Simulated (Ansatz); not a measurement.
Born–Oppenheimer molecular dynamics of C4H5ClO2 (12 atoms, charge 0, multiplicity 1). It starts from a relaxed structure.

Level of theory: RKS PBE/STO-3G (Ansatz 0.2.0).

```yaml
ensemble: NVT, Nosé–Hoover chain
time_step: 0.5 fs
steps_asked: 250
set_temperature: 500 K
thermostat: time constant 100 fs, chain length 5
seed: 837602
```

First frame:

```xyz
12
Properties=species:S:1:pos:R:3
C -0.238 -2.143 -0.101
C 0.518 -1.024 -0.261
C 0.107 0.331 0.077
O -1.226 0.625 0.670
C 0.754 1.565 0.007
O 0.027 2.667 0.406
Cl 2.445 1.812 -0.555
H 0.140 -3.133 -0.396
H -1.245 -2.107 0.342
H 1.533 -1.093 -0.694
H -1.882 0.425 -0.109
H -0.857 2.018 0.649
```

Q: How far do the bonds stretch over the last three quarters of this one trajectory? (Pairs bonded in most of those frames.)

A: 
| bond | mean (Å) | spread (Å) | shortest | longest |
| --- | --- | --- | --- | --- |
| C1–C2 | 1.362 | 0.022 | 1.32 | 1.41 |
| C1–H8 | 1.101 | 0.016 | 1.07 | 1.13 |
| C1–H9 | 1.104 | 0.021 | 1.07 | 1.13 |
| C2–C3 | 1.461 | 0.028 | 1.41 | 1.52 |
| C2–H10 | 1.118 | 0.055 | 1.03 | 1.19 |
| C3–O4 | 1.494 | 0.032 | 1.44 | 1.55 |
| C3–C5 | 1.402 | 0.039 | 1.34 | 1.48 |
| O4–H11 | 1.039 | 0.008 | 1.02 | 1.05 |
| C5–O6 | 1.379 | 0.019 | 1.34 | 1.42 |
| C5–Cl7 | 1.800 | 0.023 | 1.76 | 1.85 |
| O6–H12 | 1.132 | 0.059 | 1.01 | 1.30 |

Mean temperature of the second half: 312 K. The conserved energy stayed within 0.51 meV per atom of its start (net change 0.2 meV per atom), so the integration is sound. The mean temperature of the second half is 38 % below the set value. A run of 0.12 ps of so small a system gives no equilibrium averages. Limits of this set-up: minimal basis.

The run took 14 min on 1 thread of Intel(R) Xeon(R) Platinum 8488C (Sapphire Rapids), with other jobs on the host, peak memory 0.12 GiB.
